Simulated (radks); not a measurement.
The table gives one normalised radial function P(r) = r R(r) (large component) of F4+ in 1s1.5 2s2 2p1 3d0.5 (r in bohr). Method: Dirac Kohn-Sham, BP86, spin-unpolarised, spherical densities, point nucleus; open shells are shared between the two j in proportion to 2j + 1; computed with a radial shooting solver on a logarithmic mesh with Libxc functionals.

r          P
0.01537   0.2067
0.01923   0.2493
0.02406   0.2979
0.03035   0.3536
0.03796   0.4107
0.0475    0.4673
0.05942   0.5176
0.07494   0.5536
0.09375   0.5605
0.1173    0.5250
0.1467    0.4316
0.1836    0.2673
0.2315    0.0182
0.2896   -0.2863
0.3624   -0.6189
0.4533   -0.9232
0.5717   -1.1325
0.7153   -1.1702
0.8948   -1.0315
1.119    -0.7649
1.401    -0.4654
1.766    -0.2175
2.21     -0.0784
2.765    -0.0200
3.459    -0.0033
4.362    -0.0003
5.457    0.0000
6.827    0.0000

Which n and l does it have? It may be an empty orbital.

Answer. n = 2, l = 0: the number of nodes gives n - l - 1 = 1, the rise at small r points to l (this Dirac orbital starts as r^gamma with gamma = sqrt((l + 1)^2 - (Z/c)^2) = 1.00; the j = 1/2 orbital of l + 1 starts with the same power, but with a smaller coefficient, and then steepens), and the extent must fit the shell. The curve is that of 2s1/2. 2s1/2: eigenvalue -127.83 eV, 1 radial node at r = 0.235 bohr, <r> = 0.802 bohr, 90 % of the charge inside 1.24 bohr.
